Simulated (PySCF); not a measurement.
## Electron correlation in Cd³⁸⁺ (cadmium, charge +38)

Starting occupation: [Ne]. All numbers are calculated (PySCF 2.14, X2C-1e with screened-nucleus spin-orbit coupling, Gaussian nucleus, in an even-tempered Gaussian basis (17 s from 4.1 bohr⁻², ratio 2.6; 13 p from 5.4 bohr⁻², ratio 2.6; 6 d from 5.5 bohr⁻², ratio 2.8; 3 f from 130 bohr⁻², ratio 2.8)). Frozen: 1s2; 8 electrons correlated; the 54 highest virtual spinors left out.

MP2 pair energies summed by pair of shells (mhartree):

```
       pair   energy  share (%)
2p1/2-2p3/2  -100.78       33.4
2p3/2-2p3/2   -95.53       31.7
2p3/2-2s1/2   -46.35       15.4
2p1/2-2s1/2   -23.76        7.9
2p1/2-2p1/2   -23.18        7.7
2s1/2-2s1/2   -12.12        4.0
```

Total MP2 correlation energy: -301.72 mhartree.

The virtual space was cut to 44 spinors, which keep -232.73 of the -301.72 mhartree of MP2 correlation.

```
  level  correlation energy (mhartree)
   CCSD                        -233.87
    (T)                          -0.03
CCSD(T)                        -233.90
```

Diagnostics: T1 = 4.9e-05, largest double amplitude 0.003.

Cost of the coupled-cluster step: of the order of 4 core-seconds, for 8 occupied and 44 virtual spinors.

Iterations:

```
Init t2, MP2 energy = -0.232730186751966
CCSD nocc = 8, nmo = 52
Init t2, MP2 energy = -0.232730186751966
Init E_corr(GCCSD) = -0.232730186751966
cycle = 1  E_corr(GCCSD) = -0.233843237795795  dE = -0.00111305104  norm(t1,t2) = 0.000286546
cycle = 2  E_corr(GCCSD) = -0.233870402496038  dE = -2.71647002e-05  norm(t1,t2) = 9.83744e-06
cycle = 3  E_corr(GCCSD) = -0.233871183068758  dE = -7.8057272e-07  norm(t1,t2) = 4.25134e-07
cycle = 4  E_corr(GCCSD) = -0.233871181347065  dE = 1.72169226e-09  norm(t1,t2) = 2.75022e-09
GCCSD converged
E(GCCSD) = -4318.253028945581  E_corr = -0.2338711813470653
```

The coupled-cluster values are those of the cut space; adding the MP2 remainder, -68.99 mhartree, estimates the full space.

At this charge the one-electron X2C treatment keeps the bare 1/r₁₂, with no two-electron picture change or Breit term. The effect here is smaller than on the frozen 1s shell.
